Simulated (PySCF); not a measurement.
Species: C7H7NO.
Atom-mapped SMILES: `[CH3:1][C:2](=[O:3])[c:4]1[cH:5][cH:6][cH:7][cH:8][n:9]1` (hydrogens: H10, H11, H12 on C1; H13 on C5; H14 on C6; H15 on C7; H16 on C8)

The same species was optimised twice, with GFN2-xTB and with PBE0-D3(BJ)/def2-SVP (PySCF), and the same property calculations (PySCF, gas phase) were run on both structures.

| coordinate | GFN2-xTB | PBE0-D3(BJ)/def2-SVP | change |
| --- | --- | --- | --- |
| C2–C4 (Å) | 1.495 | 1.506 | +0.011 |
| C8–N9 (Å) | 1.317 | 1.328 | +0.011 |
| C6–C7 (Å) | 1.386 | 1.394 | +0.008 |
| C7–C8 (Å) | 1.390 | 1.396 | +0.006 |
| C5–C6 (Å) | 1.385 | 1.390 | +0.005 |
| C4–C5 (Å) | 1.394 | 1.398 | +0.004 |
| C4–N9 (Å) | 1.331 | 1.334 | +0.003 |
| C2=O3 (Å) | 1.209 | 1.211 | +0.002 |
| C1–C2 (Å) | 1.500 | 1.501 | +0.001 |
| C1–C2–C4 (°) | 114.9 | 116.9 | +2.0 |
| O3–C2–C4 (°) | 121.3 | 120.0 | -1.3 |
| C2–C4–C5 (°) | 119.9 | 119.0 | -0.9 |
| C1–C2–O3 (°) | 123.8 | 123.0 | -0.8 |
| C5–C4–N9 (°) | 122.6 | 123.3 | +0.7 |
| C4–C5–C6 (°) | 118.6 | 118.3 | -0.3 |
| C7–C8–N9 (°) | 123.5 | 123.2 | -0.3 |
| C4–N9–C8 (°) | 118.4 | 118.1 | -0.3 |
| C1–C2–C4–C5 (°) | 180 | -179 | +1 |

Rotational constants: A = 3776, B = 1291, C = 967.8 MHz (GFN2-xTB) against A = 3754, B = 1275, C = 957.4 MHz (PBE0-D3(BJ)/def2-SVP). Point groups within 0.08 Å: Cs and Cs.

On the GFN2-xTB structure: HOMO (eV) -7.23 [PBE0/pcSseg-1]; LUMO (eV) -1.92 [PBE0/pcSseg-1]; dipole (D) 3.29 [PBE0/pcSseg-1]; GIAO shielding of C1 (ppm) 157.0 [PBE0/pcSseg-1]; GIAO shielding of C2 (ppm) -18.7 [PBE0/pcSseg-1]; GIAO shielding of O3 (ppm) -315.4 [PBE0/pcSseg-1]; GIAO shielding of C4 (ppm) 29.7 [PBE0/pcSseg-1]; GIAO shielding of C5 (ppm) 59.1 [PBE0/pcSseg-1]; GIAO shielding of C6 (ppm) 44.1 [PBE0/pcSseg-1]; GIAO shielding of C7 (ppm) 54.5 [PBE0/pcSseg-1]; GIAO shielding of C8 (ppm) 32.7 [PBE0/pcSseg-1].

Task: What do these properties become on the PBE0-D3(BJ)/def2-SVP structure?

Result: 
| property | level | on GFN2-xTB | on PBE0-D3(BJ)/def2-SVP | change |
| --- | --- | --- | --- | --- |
| HOMO (eV) | PBE0/pcSseg-1 | -7.23 | -7.25 | -0.02 |
| LUMO (eV) | PBE0/pcSseg-1 | -1.92 | -1.91 | +0.01 |
| dipole (D) | PBE0/pcSseg-1 | 3.29 | 3.16 | -0.13 |
| energy, GFN2-xTB geometry as zero (kcal/mol) | PBE0/pcSseg-1 | 0.0 | -0.5 | -0.5 |
| GIAO shielding of C1 (ppm) | PBE0/pcSseg-1 | 157.0 | 155.9 | -1.1 |
| GIAO shielding of C2 (ppm) | PBE0/pcSseg-1 | -18.7 | -19.0 | -0.3 |
| GIAO shielding of O3 (ppm) | PBE0/pcSseg-1 | -315.4 | -319.0 | -3.6 |
| GIAO shielding of C4 (ppm) | PBE0/pcSseg-1 | 29.7 | 27.7 | -2.0 |
| GIAO shielding of C5 (ppm) | PBE0/pcSseg-1 | 59.1 | 57.4 | -1.7 |
| GIAO shielding of C6 (ppm) | PBE0/pcSseg-1 | 44.1 | 42.4 | -1.7 |
| GIAO shielding of C7 (ppm) | PBE0/pcSseg-1 | 54.5 | 52.1 | -2.4 |
| GIAO shielding of C8 (ppm) | PBE0/pcSseg-1 | 32.7 | 30.2 | -2.5 |

The heavy atoms differ by 0.024 Å rms after alignment. Among bonds between heavy atoms C2–C4 and C8–N9 change most and about equally (+0.011 Å). Changes are differences of the printed values. Neither structure is proved a minimum here.

The values belong to the conformer `[CH3:1][C:2](=[O:3])[c:4]1[cH:5][cH:6][cH:7][cH:8][n:9]1`: C1–C2–C4–C5 -179°.
